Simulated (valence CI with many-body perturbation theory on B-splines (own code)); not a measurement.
## Ir XXXIX: key properties

Method: relativistic CI+MBPT: three valence electrons over a frozen Dirac-Fock core [Kr], radial functions for each j: 7 s, 7 p, 8 d, 6 f, 4 g, 1 h, with the one-electron correlation potential Σ1 (screened to all orders), the two-electron term Σ2, the three-electron term Σ3, Breit, model QED; selected single and double excitations, second order for the rest, scaled by the run's own slope (own B-spline code, finite nucleus).

No measured spectrum was set against this ion. As an estimate, large intervals hold to a few tenths of a per cent, small ones and those within an open d or f shell to about a per cent. The list stops below the first excitations out of the core.

Levels are named by their leading jj configuration (3d3/2^4 stands for four electrons in 3d with j = 3/2), which in mixed levels can hold well under half, so a name can repeat and another be missing.

Rates and lifetimes use the calculated energies. Strong lines usually hold to 10 to 20 %, long lifetimes can be off by a factor of two.

(1) What is the ground level?

(2) Name the longest-lived excited levels whose lifetime is computed, and their main decay.

(3) What is the ionisation energy?

(4) How well does LS coupling describe the low levels?

Results:

(1) (4d3/2^3) J=3/2, composition 48 % 4d3 4F + 37 % 4d3 2D + 10 % 4d3 2P, g = 0.703.

(2) (4d3/2^2 4d5/2) J=9/2 at 191490 cm⁻¹ lives 12.2 s, mostly by M1 to (4d3/2^2 4d5/2) J=7/2.

(3) 1741.4 eV; NIST lists 1739 ± 4 eV (theoretical).

(4) Among the lowest 19 levels the leading LS term, summed over configurations, holds 57 % on average. For single configurations the figures are 57 % in LS and 97 % in jj coupling. Terms mix most in the J = 3/2 level at 175700 cm⁻¹, where the leading one holds 39 %.
